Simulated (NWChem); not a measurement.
# C4H4Si; SMILES C#C[SiH2]C#C

Results from NWChem. Structure relaxed at the B3LYP/6-31G* (spherical d) level. Level: B3LYP/def2-SVP with SMD (1 M gas to 1 M solution), gas-phase geometry. Reactions with the solvent are ignored.

### Question
Order these by “cavity-dispersion-structure term (kcal/mol)”, lowest first: ethylene glycol; 1-propanol; water; tetrahydrofuran.

### Answer
tetrahydrofuran (3.3), 1-propanol (4.4), water (7.4), ethylene glycol (7.9)
